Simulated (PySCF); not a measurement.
O₂ (SMILES O=O), triplet, geometry from GFN2-xTB. Base run: PBE0/aug-cc-pVDZ (PySCF).

PySCF was given this input:
```python
from pyscf import gto, scf, dft

mol = gto.Mole()
mol.atom = '''
    O    -0.000000   -0.000000   -0.604911
    O     0.000000    0.000000    0.604911
'''
mol.basis = 'aug-cc-pvdz'
mol.charge = 0
mol.spin = 2
mol.verbose = 4
mol.build()

mf = dft.UKS(mol)
mf.xc = 'pbe0'
mf.kernel()
mf.analyze()
```

Variants of this job, named by their change:

```json
[
 {"change": "base", "ΔE vs base (mEh)": "0.000", "fitting functions": "-"},
 {"change": "only_dfj = on; auxbasis = def2-universal-jfit", "ΔE vs base (mEh)": "-0.080", "fitting functions": "98"},
 {"change": "auxbasis = default (with mf = mf.density_fit())", "ΔE vs base (mEh)": "0.015", "fitting functions": "172"},
 {"change": "auxbasis = def2-universal-jkfit", "ΔE vs base (mEh)": "0.002", "fitting functions": "154"},
 {"change": "auxbasis = autoaux", "ΔE vs base (mEh)": "0.050", "fitting functions": "286"},
 {"change": "auxbasis = def2-tzvp-ri", "ΔE vs base (mEh)": "-0.080", "fitting functions": "152"},
 {"change": "auxbasis = def2-svp-ri", "ΔE vs base (mEh)": "-10.389", "fitting functions": "96"},
 {"change": "auxbasis = even-tempered beta=3.0", "ΔE vs base (mEh)": "-0.046", "fitting functions": "220"},
 {"change": "exchange = seminumerical (SGX) (with mf = sgx.sgx_fit(mf, auxbasis='def2-universal-jfit'); with mf.with_df.dfj = True)", "ΔE vs base (mEh)": "-0.079", "fitting functions": "98"},
 {"change": "auxbasis = cc-pvtz-jkfit", "ΔE vs base (mEh)": "-0.020", "fitting functions": "158"}
]
```

A fitting set is made for a task (jfit for Coulomb, jkfit for Coulomb and exchange, ri for correlation) and for a family of orbital bases.

Open shells are given as the SCF converged; they aren't shown to be the lowest states, and a large step between rows can be another state.
